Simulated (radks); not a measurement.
Charge is removed step by step from the 5p down level of the samarium ion Sm+, starting from [Kr] 4d10 4f6 5s2 5p(up 3, down 3) 6s1. Calculated with a radial shooting solver on a logarithmic mesh with Libxc functionals: non-relativistic Kohn-Sham, BLYP, spin-polarised, spherical densities, point nucleus; open shells are filled with parallel spins first (spin-orbit coupling, left out, can overturn this in heavy ions); relativity is left out, which matters for an element this heavy.

removed (e)  E - E(0) (eV)  eigenvalue (eV)  E minus straight line (eV)
0                    0.000          -27.140                       0.000
0.125                3.474          -28.452                      -0.590
0.25                 7.114          -29.780                      -1.015
0.375               10.920          -31.123                      -1.273
0.5                 14.895          -32.479                      -1.362
0.625               19.040          -33.848                      -1.281
0.75                23.358          -35.230                      -1.028
0.875               27.848          -36.624                      -0.601
1                   32.514          -38.029                       0.000

Removing the whole electron costs 32.514 eV by Delta-SCF, against 27.140 eV from minus the eigenvalue at the starting occupation. Slater's transition state (half an electron removed) gives 32.479 eV. Integrating minus the eigenvalue over the occupation (Janak's theorem) gives 32.514 eV. The mean slope of the eigenvalue, de/dn, is 10.9 eV per electron.
